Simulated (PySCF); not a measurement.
**W (tungsten, neutral) across methods**

[Xe] 4f14 5d5 6s1, 6s spin antiparallel (an excited configuration). Computed with PySCF 2.14 in def2-QZVPPD with the def2 core potential (60 electrons) (7s6p4d3f2g, 84 functions), with scalar relativity through the core potential.

```tsv
method	E (hartree)	mean ε 5p β (eV)	mean ε 6s β (eV)	mean ε 5d α (eV)	Σ⟨r²⟩ (bohr²)	⟨S²⟩
LDA	-66.7288	-38.383	-4.479	-4.151	55.61	7.000
M06-L	-66.9068	-38.554	-4.027	-3.864	54.58	7.001
BHandHLYP	-66.7645	-42.370	-5.298	-6.110	55.27	7.001
r2SCAN	-66.8971	-38.877	-4.265	-4.289	55.84	7.001
UHF	-66.28020	-45.517	-5.389	-8.454	57.41	7.003
PBE0	-66.8648	-40.393	-4.680	-5.212	55.44	7.001
MN15	-66.7885	-41.387	-5.667	-5.844	55.73	7.001
PBE	-66.9009	-38.363	-4.152	-4.034	55.68	7.000
```

Q: Estimate the same row for PBEsol.

A: E (hartree) = -66.7831; mean ε 5p β (eV) = -38.285; mean ε 6s β (eV) = -4.204; mean ε 5d α (eV) = -4.057; Σ⟨r²⟩ (bohr²) = 55.63; ⟨S²⟩ = 7.000.

Energies and moments cover only the electrons outside the core potential. Spin-orbit coupling, which splits the p, d and f shells strongly at this Z, is absent. With the s spin flipped the determinant is a mixture of two multiplicities, not a spectroscopic state.
